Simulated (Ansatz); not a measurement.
Input file for Ansatz (a program for electronic structure): R-wB97M-V/def2-TZVPPD on C2H5F (a complex). Files ending in .json are basis or fitting sets from the Basis Set Exchange.

Ansatz 0.2 input:
```yaml
crystal:
  periodic: [false, false, false]
  atoms:
    - {symbol: F, position_ang: [-0.23388643, 0.85647079, 0.58511113]}
    - {symbol: H, position_ang: [-0.16839628, 0.55535679, 1.46867864]}
    - {symbol: C, position_ang: [-0.54357000, 0.24783557, 3.64206319]}
    - {symbol: C, position_ang: [0.49854143, -0.50611592, 3.30930327]}
    - {symbol: H, position_ang: [-0.42091999, 1.26747837, 3.98679166]}
    - {symbol: H, position_ang: [-1.55787769, -0.12921719, 3.59110801]}
    - {symbol: H, position_ang: [0.37645800, -1.52876979, 2.97337740]}
    - {symbol: H, position_ang: [1.51345523, -0.13203230, 3.36911424]}
basis:
  gaussian:
    orbitals: def2-TZVPPD.json
hamiltonian:
  xc: {name: wB97M-V}
scf: {lower_state_search: off}
```

Question: Give the final energy of this run.

Answer: -179.0397 hartree.

Question: How many basis functions does it have, and what does it roughly cost on one machine?

Answer: 199 functions; roughly 7 core-seconds.
